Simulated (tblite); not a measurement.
C7H11S (doublet state).
Z-matrix (Å and degrees, GFN2-xTB geometry), rows numbered from 1:
```
C 
S   1  1.8159
C   2  1.8243  1  100.16
C   3  1.5142  2  112.99  1    74.08
C   4  1.5477  3  116.49  2   170.42
C   5  1.5382  4   89.67  3  -120.37
C   6  1.4533  5  110.85  4    57.01
C   7  1.4529  6   63.51  5   -76.98
H   1  1.0848  2  106.55  3   173.34
H   1  1.0860  2  110.27  3   -67.65
H   1  1.0866  2  109.44  3    54.37
H   3  1.0895  2  104.77  1  -165.55
H   3  1.0916  2  107.70  1   -49.33
H   4  1.0914  3  110.20  2   -61.18
H   5  1.0900  4  115.37  3    -2.84
H   5  1.0877  4  113.30  3   124.10
H   6  1.0787  5  122.84  4  -140.35
H   7  1.0640  6  140.28  8   138.17
H   8  1.0786  4  122.60  3   -97.51
```

Computed values, GFN2-xTB/tblite, gas phase, harmonic and unscaled. The method is semi-empirical: single wavenumbers can be off by several per cent or more. One conformer, not necessarily the lowest. Open shells enter through the occupations alone, without spin polarisation, and single modes of such species can be off by tens of per cent.

Harmonic wavenumbers (cm⁻¹): 28.0, 65.2, 132.7, 150.5, 169.9, 275.2, 278.9, 356.0, 416.3, 583.1, 696.1, 717.7, 742.7, 826.7, 843.5, 861.8, 895.0, 923.3, 939.2, 961.8, 967.5, 971.4, 1018.6, 1040.7, 1059.5, 1079.4, 1111.4, 1144.6, 1150.7, 1176.9, 1212.2, 1220.3, 1241.6, 1312.2, 1322.1, 1415.6, 1433.8, 1449.3, 1458.0, 1473.3, 2956.3, 2963.1, 2985.0, 3003.6, 3012.3, 3020.9, 3026.8, 3063.8, 3064.0, 3071.5, 3189.9.

A = 4066, B = 984.0, C = 914.8 MHz; mass 127.058 u (most abundant isotopes); point group C1, symmetry number 1; spin multiplicity 2.

Task: Zero-point energy?

Result: Half the sum of the wavenumbers: 34240 cm⁻¹ = 409.60 kJ/mol.

Task: What is S at 298.15 K and 1 bar for an ideal gas of classical rigid rotors and harmonic oscillators?

Result: Translation 169.28, rotation 120.77, vibration 111.87, spin (R ln 2) 5.76: S = 407.7 J/(mol K).

Task: And Cp and H(298.15 K) − H(0)?

Result: Cp = 148.46 J/(mol K), of which vibrations give 115.20 (their classical limit is 51 R = 424.0); H(298.15 K) − H(0) = 26.78 kJ/mol without the zero-point energy, 16.87 from vibrations.

Task: What must be added to the electronic energy to get the Gibbs energy at 298.15 K and 1 bar?

Result: ZPE + [H(298.15 K) − H(0)] − T·S = 409.60 + 26.78 − 121.55 = 314.83 kJ/mol.

Task: Which modes carry the vibrational entropy at 298.15 K?

Result: 28.0 cm⁻¹: 24.96; 65.2 cm⁻¹: 17.96; 132.7 cm⁻¹: 12.16; 150.5 cm⁻¹: 11.15; 169.9 cm⁻¹: 10.19; 275.2 cm⁻¹: 6.54 J/(mol K); the other 45 give 28.90 together.

Task: Blend soft modes into free rotors: weight 1/[1 + (100 cm⁻¹/ν̃)⁴] for the oscillator and the rest for a rotor with moment μB/(μ + B), μ = h/(8π²ν), B = 10⁻⁴⁴ kg m². What vibrational entropy results?

Result: 100.13 J/(mol K) in place of 111.87, which changes −T·S at 298.15 K by +3.50 kJ/mol.

Hindered rotation and anharmonicity are outside this model. Other conformers, if any are populated, would add a mixing term that is left out. The structure is chiral; the term R ln 2 for an equal mix with its mirror image is left out.
